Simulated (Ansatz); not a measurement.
`C[NH][SnH2][NH]C`, charge 0, multiplicity 1.

Problem. Give a relaxed structure at PBE0-D4/def2-TZVP (the Gaussian-basis code of Ansatz). (Best estimate.)

Solution. The calculation gave: 
```xyz
15

C     1.6793   -1.3171   -0.7976
N     0.6562   -0.5753   -1.5080
Sn   -1.1932   -0.3984   -0.6919
N    -1.2230    0.3858    1.1793
C    -0.6062    1.6756    1.4199
H     2.5367   -1.5127   -1.4505
H     1.2862   -2.2939   -0.4988
H     2.0604   -0.8290    0.1119
H     1.0179    0.2927   -1.8780
H    -1.8233   -1.9744   -0.5443
H    -2.0429    0.6829   -1.6976
H    -0.9808   -0.2804    1.8994
H    -0.9677    2.4003    0.6836
H    -0.8925    2.0619    2.4040
H     0.4928    1.6820    1.3685
```
Point group C2.
This is one stationary point; other conformers may exist.
